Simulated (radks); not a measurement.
Task: These are the eigenvalues of the occupied orbitals of an atom or ion with whole-number occupations (hartree). Calculated with a radial shooting solver on a logarithmic mesh with Libxc functionals: Dirac Kohn-Sham, BLYP, spin-unpolarised, spherical densities, finite nucleus; Fermi nuclear charge, rms radius of each element as measured or else 0.836 A^(1/3) + 0.57 fm.

orbital  eigenvalue
1s1/2     -301.9382
2s1/2     -36.17291
2p1/2     -31.57656
2p3/2     -30.93312
3s1/2      -4.19590
3p1/2      -2.80131
3p3/2      -2.72109
3d3/2      -0.48311
3d5/2      -0.47497

Which element is it, and in what charge state? The configuration may be excited. Open shells, if any, fill j = l - 1/2 first.

Result: Z = 28, nickel, charge +1: Ni+ in [Ar] 3d9. The list shows which subshells hold electrons but not how many an open one holds; the 1s level, -301.94 hartree, gives Z - s = 24.6 by -(Z - s)^2/2, which with screening and relativity narrows Z to a few neighbours, and the depths of the outer levels then fix element, charge and occupations together.
